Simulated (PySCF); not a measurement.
A PySCF script (with the pyscf-properties extension) for the NMR shieldings of `CCCCC#CC#CC#N`, C9H9N, on a PBE0-D3(BJ)/def2-SVP geometry:

```python
import basis_set_exchange as bse
import numpy as np
from pyscf import gto, dft
from pyscf.prop import nmr

atoms = """
C    -3.697202   -0.067327   -0.591859
C    -2.620252   -0.712057    0.265258
C    -1.230261   -0.157822   -0.011869
C    -0.153623   -0.816817    0.857440
C     1.181474   -0.311398    0.608249
C     2.294486    0.132225    0.373582
C     3.540087    0.617344    0.118756
C     4.659844    1.053746   -0.114013
C     5.912220    1.539819   -0.373982
N     6.978411    1.953058   -0.595788
H    -3.499965   -0.221449   -1.664597
H    -4.690570   -0.486044   -0.372780
H    -3.748319    1.019406   -0.419213
H    -2.615382   -1.803782    0.099354
H    -2.860758   -0.572741    1.333966
H    -1.216663    0.931054    0.161905
H    -0.972390   -0.301353   -1.074389
H    -0.152990   -1.909140    0.692374
H    -0.392270   -0.673757    1.926502
"""
names = dict.fromkeys(["C", "N", "H"], "pcSseg-1")
basis = {el: gto.basis.parse(bse.get_basis(n, elements=[el], fmt="nwchem")) for el, n in names.items()}
mol = gto.M(atom=atoms, basis=basis, charge=0, verbose=0)
mf = dft.RKS(mol, xc="PBE0")
mf.grids.level = 2
mf.grids.alignment = dft.numint.BLKSIZE   # the property module wants whole blocks of grid points
mf.conv_tol = 1e-9
mf.kernel()

calc = nmr.RKS(mf)   # GIAO
C = mf.mo_coeff
Co = C[:, mf.mo_occ > 0]
resp = mf.gen_response(singlet=True, hermi=2)
def vind(x):   # induced exchange potential for any number of trial vectors
    d = np.einsum("pi,xij,qj->xpq", C, 2 * x.reshape(-1, C.shape[1], Co.shape[1]), Co, optimize=True)
    return np.einsum("xpq,pi,qj->xij", resp(d - d.transpose(0, 2, 1)), C, Co, optimize=True).ravel()
mo1, _ = nmr.rhf.solve_mo1(calc, with_cphf=vind)
sigma = calc.kernel(mo1)
for i, s in enumerate(sigma):   # ppm
    print("%2d %-2s %9.2f" % (i, mol.atom_pure_symbol(i), np.trace(s) / 3))
```

Q: What does it print?

A: 
```
 0 C     168.38
 1 C     157.68
 2 C     150.50
 3 C     162.30
 4 C      96.74
 5 C     113.26
 6 C     114.84
 7 C     130.10
 8 C      72.10
 9 N     -42.22
10 H      30.31
11 H      30.01
12 H      30.31
13 H      30.15
14 H      30.15
15 H      29.87
16 H      29.87
17 H      29.07
18 H      29.07
```

These numbers come from an equivalent density-fitted implementation of the same equations, which agrees with the script to about 0.01 ppm for H and up to a few tenths of a ppm for heavy atoms, so last digits may differ.

Q: Turn these shieldings into chemical shifts. Chemical shifts δ = σref − σ; $^{13}$C (184.41 ppm) and $^{1}$H (31.27 ppm) against TMS; NH3 for $^{15}$N (265.67 ppm), all at this level.

A: Averaging equivalent atoms: C 8: 112.3; C 4: 87.7; C 5: 71.1; C 6: 69.6; C 7: 54.3; C 2: 33.9; C 1: 26.7; C 3: 22.1; C 0: 16.0; N 9: 307.9; H 17/18: 2.20; H 15/16: 1.39; H 13/14: 1.12; H 10/11/12: 1.06 ppm. Experimental scales use liquid or dissolved standards, which lie at an offset from isolated NH3 (liquid NH3: subtract about 20 ppm). Unscaled 15N shifts of sp2 nitrogen come out 20 to 40 ppm too high even then.

Size and cost of the density-fitted run: 215 basis functions, 65 s wall time on 1 thread of an Arm Neoverse N1, shared host.
